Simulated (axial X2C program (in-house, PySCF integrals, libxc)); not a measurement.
InAs: cheaper levels and CCSD(T), two-component

Calculated with an in-house relativistic program for diatomic molecules. Two-component (2c) means X2C with spin–orbit coupling and atomic mean-field two-electron Coulomb and Gaunt terms. Basis: In dyall-cv3z [11s12p9d4f1g], As dyall-cv3z [9s9p6d4f1g] (cores contracted in-house); Gaussian nuclei, density fitting, unrestricted open shells. Masses: In 114.904 u, As 74.922 u.

State: Ω = 1 (⟨Sz⟩ = 1.01, ⟨Lz⟩ = -0.01 at HF); fragments In + As.

```tsv
level	Re (Å)	ωe (cm⁻¹)	De (eV)
PBE0	2.739	178.8	n/a
HF	2.764	175.4	0.556
CCSD	2.771	177.5	1.36
```

Correlated methods: 8 electrons correlated (number of frozen shells: In 4 s, 3 p, 2 d; As 3 s, 2 p, 1 d), 294 virtual spin orbitals or spinors in MP2, 90 natural virtuals in coupled cluster.

CCSD(T), same Hamiltonian and basis:

Re = 2.775 Å, ωe = 176.1 cm⁻¹, De = 1.44 eV; T1 = 0.027 (Lee–Taylor normalisation).

Question: Give the differences from CCSD(T) in the columns below.

Answer: 

```csv
level,ΔRe (Å),Δωe (cm⁻¹),ΔDe (eV)
PBE0,-0.036,2.7,n/a
HF,-0.011,-0.7,-0.88
CCSD,-0.004,1.4,-0.08
```

One determinant describes the state; a PBE0 search over occupations chose it and may have missed a lower one. De is counted from the lowest determinant-based energies of the atoms at the same level, without counterpoise correction. De is not given where an atomic determinant may have missed its ground term or J level, or where the truncated virtual space spoils (T). Density functionals use the spin component along the axis (collinear). Coupled cluster ran in a truncated set of natural virtual spinors; the MP2 energy of the rest was added. (T) has no such correction and the atoms are truncated less, which lowers De at CCSD(T) by a hundredth of an eV or more. PBE0 can misorder states that lie within some tenths of an eV, so this need not be the ground state of the molecule. The nearest other 2c determinant of the search, Ω = 2, lies 0.34 eV up at the distance of the search. Without a current term, density functionals place determinants with orbital angular momentum somewhat too high. With several unpaired electrons one determinant need not be a pure state. Open-shell Ω = 0 determinants with evenly filled partner blocks cannot be reached by this program, so the Ω shown need not be the lowest component. This is the Ω = 1 component of a π² triplet; the 0⁺ component is not one determinant and can lie lowest. With the outer-core shells frozen, correlated bond lengths of heavy atoms tend to come out a few hundredths of an ångström too long.
